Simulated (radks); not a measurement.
Results of a calculation; reference values are marked as such.
Problem. The mean radii <r> (bohr) of the occupied orbitals of an atom or ion are listed with their occupations. Level of theory: scalar-relativistic Kohn-Sham, PBE, spin-unpolarised, spherical densities, point nucleus (a radial shooting solver on a logarithmic mesh with Libxc functionals).

orbital  occ.      <r>
1s          2  0.02190
2s          2  0.09328
2p          6  0.08237
3s          2   0.2444
3p          6   0.2430
3d         10   0.2212
4s          2   0.5528
4p          6   0.5852
4d         10   0.6360
5s          2    1.328
5p          6    1.546
4f          7   0.8592
6s          2    3.546

Name the element and its charge.

Solution. Z = 64, gadolinium, charge +1: Gd+ in [Xe] 4f7 6s2. The 1s radius gives Z: for a bare nucleus <r> = (2 gamma + 1)/(2Z) with gamma = sqrt(1 - (Z/c)^2), 0.02163 bohr for Z = 64, and screening makes it slightly larger (0.02190 here). The occupations add up to 63, and the charge is Z minus that.
